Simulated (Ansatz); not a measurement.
Consider the ligand exchange at the Al–C bond: `CN[CH2][AlH][NH2]` + CH₃OH → `C[O][AlH][NH2]` + `CNC`.

Program: Ansatz. Geometries: PBE0-D4/def2-TZVP. ΔE: electronic, gas phase. CCSD(T)/CBS adds triple-zeta CCSD(T) − MP2 to the extrapolated MP2 energy (def2 sets, frozen cores). This one scheme is used for every species. Functionals use def2-TZVPP. B3LYP here is the variant with VWN-RPA as its local correlation; programs differ in this. Each species was taken in one conformer, which may not be the lowest.

`CN[CH2][AlH][NH2]`:

```xyz
14

C    -0.975   -1.440   -0.113
N    -0.442   -0.694    1.003
C     0.946   -0.293    0.801
Al    1.090    1.160   -0.525
N    -0.374    2.085   -0.873
H    -0.374   -2.324   -0.388
H    -1.991   -1.773    0.110
H    -1.029   -0.793   -0.996
H    -0.526   -1.254    1.844
H     1.328    0.127    1.742
H     1.614   -1.142    0.566
H     2.441    1.569   -1.256
H    -1.253    1.900   -0.416
H    -0.453    2.869   -1.499
```

CH₃OH:

Cartesian coordinates in Å:
```
C -0.227 -0.006 -0.274
O 0.726 0.540 0.608
H -0.486 0.776 -0.989
H -1.146 -0.315 0.241
H 0.165 -0.864 -0.835
H 0.968 -0.131 1.249
```

`C[O][AlH][NH2]`:

```xyz
10

C    -1.659    0.790    0.707
O    -0.587    0.445   -0.115
Al    0.772   -0.540    0.057
N     1.865   -0.656   -1.318
H    -2.605    0.487    0.246
H    -1.602    0.319    1.698
H    -1.691    1.875    0.853
H     1.057   -1.326    1.397
H     2.705   -1.211   -1.328
H     1.743   -0.183   -2.198
```

`CNC`:

Z-matrix (Å, degrees):
```
C
N 1 1.445
H 1 1.094 2 109.4
H 1 1.092 2 110.0 3 117.9
H 1 1.104 2 114.0 3 -120.2
C 2 1.445 1 112.8 3 65.3
H 2 1.011 1 109.8 3 -171.9
H 6 1.104 2 114.0 1 54.9
H 6 1.094 2 109.4 1 -65.3
H 6 1.092 2 110.0 1 176.8
```

```json
{"level": "PBE-D4", "ΔE (kcal/mol)": "-32.7", "difference from CCSD(T)/CBS": "2.7"}
{"level": "r2SCAN-D4", "ΔE (kcal/mol)": "-35.9", "difference from CCSD(T)/CBS": "-0.5"}
{"level": "PBE0-D4", "ΔE (kcal/mol)": "-33.7", "difference from CCSD(T)/CBS": "1.7"}
{"level": "B3LYP-D4", "ΔE (kcal/mol)": "-36.0", "difference from CCSD(T)/CBS": "-0.6"}
{"level": "ωB97X-V", "ΔE (kcal/mol)": "-35.5", "difference from CCSD(T)/CBS": "-0.1"}
{"level": "ωB97M-V", "ΔE (kcal/mol)": "-34.9", "difference from CCSD(T)/CBS": "0.5"}
{"level": "B2PLYP", "ΔE (kcal/mol)": "-37.5", "difference from CCSD(T)/CBS": "-2.1"}
{"level": "PBE", "ΔE (kcal/mol)": "-33.6", "difference from CCSD(T)/CBS": "1.8"}
{"level": "r2SCAN", "ΔE (kcal/mol)": "-36.2", "difference from CCSD(T)/CBS": "-0.8"}
{"level": "PBE0", "ΔE (kcal/mol)": "-34.6", "difference from CCSD(T)/CBS": "0.8"}
{"level": "B3LYP", "ΔE (kcal/mol)": "-37.5", "difference from CCSD(T)/CBS": "-2.1"}
{"level": "HF/def2-TZVPP", "ΔE (kcal/mol)": "-40.9", "difference from CCSD(T)/CBS": "-5.5"}
{"level": "MP2/def2-TZVPP", "ΔE (kcal/mol)": "-36.5", "difference from CCSD(T)/CBS": "-1.1"}
{"level": "SCS-MP2/def2-TZVPP", "ΔE (kcal/mol)": "-37.3", "difference from CCSD(T)/CBS": "-1.9"}
{"level": "CCSD/def2-TZVPP", "ΔE (kcal/mol)": "-36.5", "difference from CCSD(T)/CBS": "-1.1"}
{"level": "CCSD(T)/def2-TZVPP", "ΔE (kcal/mol)": "-35.7", "difference from CCSD(T)/CBS": "-0.3"}
{"level": "HF/def2-QZVPP", "ΔE (kcal/mol)": "-41.2", "difference from CCSD(T)/CBS": "-5.8"}
{"level": "MP2/def2-QZVPP", "ΔE (kcal/mol)": "-36.4", "difference from CCSD(T)/CBS": "-1.0"}
{"level": "SCS-MP2/def2-QZVPP", "ΔE (kcal/mol)": "-37.2", "difference from CCSD(T)/CBS": "-1.8"}
{"level": "HF/CBS(def2)", "ΔE (kcal/mol)": "-41.2", "difference from CCSD(T)/CBS": "-5.8"}
{"level": "MP2/CBS(def2)", "ΔE (kcal/mol)": "-36.2", "difference from CCSD(T)/CBS": "-0.8"}
{"level": "CCSD/CBS(def2)", "ΔE (kcal/mol)": "-36.2", "difference from CCSD(T)/CBS": "-0.8"}
{"level": "CCSD(T)/CBS", "ΔE (kcal/mol)": "-35.4", "difference from CCSD(T)/CBS": "0"}
```

Largest T1 diagnostic among the species: 0.011.

The D4 term adds +1.5 kcal/mol with B3LYP and +0.9 kcal/mol with PBE0; it sums over pairs of atoms, weighted by their polarisabilities, and B3LYP, whose exchange is more repulsive, gets the larger term. From PBE to PBE0 (25 % exact exchange), in def2-TZVPP and without D4, ΔE moves by −1.0 kcal/mol. In def2-TZVPP, CCSD(T) changes the Hartree–Fock value by +5.2 kcal/mol (the triples alone add +0.8 kcal/mol) and MP2 by +4.4 kcal/mol.
